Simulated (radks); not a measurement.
Trend from Li to Ne: ionisation energy by Delta-SCF between NIST ground configurations, and size. Method: Dirac Kohn-Sham, PBE, spin-unpolarised, spherical densities, finite nucleus; open shells fill j = l - 1/2 first; Fermi nuclear charge, rms radius of each element as measured or else 0.836 A^(1/3) + 0.57 fm; computed with a radial shooting solver on a logarithmic mesh with Libxc functionals.

| species | configuration | IE (eV) | NIST (eV) | kind | -e(HOMO) (eV) | outermost | <r> outermost (bohr) |
|---|---|---|---|---|---|---|---|
| Li | [He] 2s1 | 5.296 | 5.392 | exp. | 2.874 (2s1/2) | 2s1/2 | 3.91 |
| Be | [He] 2s2 | 9.551 | 9.323 | exp. | 5.610 (2s1/2) | 2s1/2 | 2.60 |
| B | [He] 2s2 2p1 | 8.222 | 8.298 | exp. | 3.608 (2p1/2) | 2p1/2 | 2.30 |
| C | [He] 2s2 2p2 | 10.865 | 11.260 | exp. | 5.288 (2p1/2) | 2p1/2 | 1.80 |
| N | [He] 2s2 2p3 | 13.578 | 14.534 | exp. | 7.079 (2p3/2) | 2p3/2 | 1.48 |
| O | [He] 2s2 2p4 | 16.411 | 13.618 | exp. | 9.013 (2p3/2) | 2p3/2 | 1.27 |
| F | [He] 2s2 2p5 | 19.362 | 17.423 | exp. | 11.086 (2p3/2) | 2p3/2 | 1.11 |
| Ne | [Ne] | 22.436 | 21.565 | exp. | 13.298 (2p3/2) | 2p3/2 | 0.983 |

Reference values: NIST Atomic Spectra Database (exp. = measured, semi-emp. = semi-empirical, theory = theoretical value adopted there). Spin polarisation and multiplet splitting are left out, so open shells lie too high by an amount that depends on their filling.

Beside tabulated values, note that spin-unpolarised runs miss the spin-polarisation part of the exchange energy of open shells.
